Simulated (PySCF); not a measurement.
# A search over the determinants of ZnSe⁺

Unrestricted PBE0; basis Zn def2-TZVPPD, Se def2-TZVPPD; no relativity; PySCF 2.14. Outer shells of the fragments: Zn+ 3d10 4s1; Se 3d10 4s2 4p4.

Followed along the bond (rough minima from three points):

```tsv
2Ms+1	unpaired	⟨S²⟩ at the start	R at minimum (Å)	Te (eV)
2	π ↑	0.76	2.28	0.00
4	σ ↑, π ↑↑	3.76	2.70	0.58
2	σ ↓, π ↑↑	1.76	2.68	0.77
2	σ ↑, π ↑↓	1.76	2.69	1.08
```

Solutions found at the starting distance of 2.405 Å, counted from the lowest of them; the search is not exhaustive and high or unbound solutions are not listed, so other states can lie among these:

```tsv
2Ms+1	unpaired	term	E (eV)	⟨S²⟩	⟨Lz²⟩	μ (D)
2	π ↑	²Π	0.00	0.76	1.01	-5.34
4	σ ↑, π ↑↑	⁴Σ⁻	0.68	3.76	0.00	-0.43
2	σ ↓, π ↑↑	mixed	0.86	1.76	0.00	-0.50
2	σ ↑, π ↑↓	mixed	1.18	1.76	2.02	-0.48
2	σ ↑	mixed	2.46	0.75	2.01	-0.48
4	σ ↑↑, π ↑	⁴Π	2.47	3.75	1.01	-1.80
```

A term symbol is given only where ⟨S²⟩ and ⟨Lz²⟩ are close to those of a pure state; real π, δ and φ orbitals otherwise mix terms. A positive dipole points towards Se; it is taken about the centre of mass and depends on that origin.

Question: Compare the gap between the two lowest followed solutions at the starting distance with the gap between their minima.

Answer: At PBE0 the second solution (quartet, unpaired electrons σ ↑, π ↑↑) lies +0.68 eV from the first (doublet, unpaired electrons π ↑) at 2.405 Å and +0.58 eV at the minima; the two curves relax by different amounts, since their minima lie near 2.70 and 2.28 Å.

Spin–orbit coupling is left out. Counting both spins, an empty level lies below a filled one in some of these solutions, because spin and occupation are held.
